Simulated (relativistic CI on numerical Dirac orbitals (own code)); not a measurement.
## Sm XXXVI: sensitivity of the levels to the model

Base calculation: Dirac-Coulomb-Breit CI, orbitals from a KLI potential per configuration, model QED (radiative potential, 1s self-energy scaled to tabulated hydrogen-like ionisation energies), unscaled Slater integrals.

CI space (outside the closed core [Ne]): 3s²3p⁶3d⁹, 3s²3p⁵3d¹⁰, 3s3p⁶3d¹⁰, 3s²3p⁶3d⁸4s, 3s²3p⁶3d⁸4p, 3s²3p⁶3d⁸4d, 3s²3p⁴3d¹⁰4s, 3s²3p⁴3d¹⁰4p, 3s²3p⁵3d⁹4s, 3s²3p⁶3d⁸4f, 3s²3p⁴3d¹⁰4d, 3s²3p⁵3d⁹4p, 3s3p⁵3d¹⁰4s, 3s²3p⁶3d⁷4s², 3s3p⁵3d¹⁰4p, 3s²3p⁵3d⁹4d. Levels of other configurations are missing.

Variants: (1) valence Slater integrals scaled by 0.9; (2) Breit term removed; (3) configuration mixing switched off. Shifts of the energy above 3s²3p⁶3d⁹ ²D5/2, in eV, for the lowest level and the first level of each name with at least 55 % of one term (blank where a level changes its place among those of its configuration and J or its character, or is not in the variant):

```
            Level     Base   Δ(1)   Δ(2)   Δ(3)
  3s²3p⁶3d⁹ ²D5/2     0.00   0.00   0.00   0.00
  3s²3p⁶3d⁹ ²D3/2    27.67  -0.01  +0.68  -0.01
3s²3p⁵3d¹⁰ ²P°3/2   326.16  +0.18  +1.50  +0.92
3s²3p⁵3d¹⁰ ²P°1/2   455.07  +0.21  +3.04  +1.09
  3s3p⁶3d¹⁰ ²S1/2   634.71  +0.03  +1.32  +0.11
3s²3p⁶3d⁸4s ⁴F9/2   967.58  +0.78  +0.50  +0.39
3s²3p⁶3d⁸4s ²F7/2   970.00  +0.53  +0.44  +0.33
3s²3p⁶3d⁸4s ⁴F7/2   994.75  +0.80  +1.06  +0.33
3s²3p⁶3d⁸4s ⁴F5/2   995.21  +0.78  +1.01  +0.35
3s²3p⁶3d⁸4s ⁴P3/2  1005.95  -0.22         +0.85
3s²3p⁶3d⁸4s ²G9/2  1007.28  -0.54  +1.38  +0.39
3s²3p⁶3d⁸4s ²P1/2  1007.57  -0.40  +0.58  +0.79
3s²3p⁶3d⁸4s ²G7/2  1007.60  -0.55  +1.32  +0.40
3s²3p⁶3d⁸4s ²S1/2  1046.64  -1.59  +1.17  +1.99
```

At this charge energies of transitions that change n are usually good to better than 1 %, and those within a shell (Δn = 0) to a few per cent.

Ionisation energy from the two ground configurations alone: base 2466.08 eV; valence Slater integrals scaled by 0.9 2466.65 eV; Breit term removed 2467.51 eV. The NIST ASD value (theoretical) is 2466 eV.

LS names give the leading component of a level, which can be under half, so a name can repeat, a term be missing and a line seem to break the LS rules.
